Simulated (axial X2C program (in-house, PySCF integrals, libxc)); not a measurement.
# WSi along the bond: HF, 2c

All values were computed with an axial X2C code built on PySCF integrals. Two-component (2c) means X2C with spin–orbit coupling and atomic mean-field two-electron Coulomb and Gaunt terms. Basis: W dyall-v3z [13s14p9d7f2g], Si dyall-v3z [8s7p2d1f] (cores contracted in-house); Gaussian nuclei, density fitting, unrestricted open shells. Masses: W 183.951 u, Si 27.977 u.

State: Ω = 3 (⟨Sz⟩ = 1.99, ⟨Lz⟩ = 1.01 at HF). Dipoles are positive if Si is the positive end.

Results along the bond:

```json
{"R (Å)": "2.017", "μ (D)": "-2.882", "HOMO (eV)": "-7.21", "LUMO (eV)": "-0.04"}
{"R (Å)": "2.109", "μ (D)": "-3.047", "HOMO (eV)": "-7.28", "LUMO (eV)": "-0.08"}
{"R (Å)": "2.179", "μ (D)": "-3.143", "HOMO (eV)": "-7.30", "LUMO (eV)": "-0.09"}
{"R (Å)": "2.248", "μ (D)": "-3.195", "HOMO (eV)": "-7.31", "LUMO (eV)": "-0.10"}
{"R (Å)": "2.318", "μ (D)": "-3.190", "HOMO (eV)": "-7.32", "LUMO (eV)": "-0.09"}
{"R (Å)": "2.399", "μ (D)": "-3.116", "HOMO (eV)": "-7.34", "LUMO (eV)": "-0.07"}
{"R (Å)": "2.480", "μ (D)": "-2.976", "HOMO (eV)": "-7.37", "LUMO (eV)": "-0.05"}
{"R (Å)": "2.585", "μ (D)": "-2.704", "HOMO (eV)": "-7.43", "LUMO (eV)": "-0.04"}
{"R (Å)": "2.712", "μ (D)": "-2.224", "HOMO (eV)": "-7.53", "LUMO (eV)": "-0.09"}
```

The state is a single determinant with fixed occupations, the lowest that a limited PBE0 search found. Other states lie close and PBE0, whose exact exchange favours high spin, may order them wrongly; the determinant shown need not be the ground state. The nearest other spin-free determinant of the search, M_S = 2, Λ = 0, lies 0.46 eV up at the distance of the search. With several unpaired electrons one determinant need not be a pure state. A state of lower Ω lies just above, and one determinant can place such states too high, so the state shown need not be the lowest. The search has Ω = 1 only 0.08 eV up. Open-shell Ω = 0 determinants with evenly filled partner blocks cannot be reached by this program, so the Ω shown need not be the lowest component. The determinant is spin-polarised beyond a pure state at some levels (its spin-free form has ⟨S²⟩ too high), which makes Re and μ there less reliable.
